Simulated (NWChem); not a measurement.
# MoH₅Cl; SMILES [Cl][MoH5]

def2 effective core potentials on Mo; no spin-orbit coupling.

Task: Give the equilibrium geometry at PBE0/def2-SVP with def2 effective core potentials on Mo (NWChem) as an XYZ file, with the point group.

Result: point group Cs; any orientation.
```
7

Mo    -0.1036    -0.2435    -0.7851
Cl    -0.1685     0.3854     1.3789
H      0.7959     1.0913    -0.9582
H     -0.2606     0.7717    -2.0666
H      0.7492    -1.6623    -1.0363
H      1.2300    -0.1908    -1.7423
H     -1.5923    -0.1504    -1.5457
```
